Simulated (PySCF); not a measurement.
All values below come from PBE-D3(BJ)/def2-TZVP // PBE-D3(BJ)/def2-SVP in PySCF. Gas-phase values, no solvent. One relaxed conformer stands for a flexible species; it need not be the lowest. 

Reference species: [Zn(CH3)2] (neutral, multiplicity 1).

```
Property                                  Result
----------------------------------------  ------
charge on the central atom (meta-Löwdin)  1.01 e
charge on the central atom (Mulliken)     0.31 e
```

Changed species: [Zn(OH)(CH3)] (1 of 2 OH replaced by CH3; the reference has 2 of 2 OH replaced by CH3).

Problem. Give the shifts of the charge on the central atom (meta-Löwdin) and charge on the central atom (Mulliken).

Solution. the charge on the central atom (meta-Löwdin) increases by 0.08 e, to 1.09 e; the charge on the central atom (Mulliken) goes up by 0.07 e, to 0.38 e.
